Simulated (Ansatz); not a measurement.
F2Sb (SMILES [F][Sb][F]), doublet, geometry from GFN2-xTB (the spin is typed, not shown lowest) (all electrons, no relativity). Base run: PBE/3-21G (Ansatz, a first-principles code).

Geometry (Å):
```xyz
3

Sb     0.3177     0.1498     0.1201
F     -1.0537     0.6390    -1.2602
F     -0.7466    -1.4876     0.5798
```
Charge 0, spin multiplicity 2.
Orbitals are unrestricted.
All else is at Ansatz's defaults.
Base energy -6486.58327 Eh.

Each row names what was changed in the base input (with any setting that the change needs).

```
change                                                           ΔE vs base (kcal/mol)
---------------------------------------------------------------  ---------------------
base                                                                             0.000
lower_state_search = light                                                       0.000
final_grid = 4, 8, 17                                                            0.119
forces = on                                                                      0.000
accuracy = high                                                                 -0.002
point_charge = charge:1.0 position_ang:-0.2629, 3.0573, -3.2359                  -3.75
point_charge = charge:-1.0 position_ang:-0.7757, 1.8452, -4.159                   2.58
lower_state_search = full                                                        0.000
final_grid = 10, 20, 41                                                         -0.004
final_grid = 14, 28, 59                                                         -0.004
```
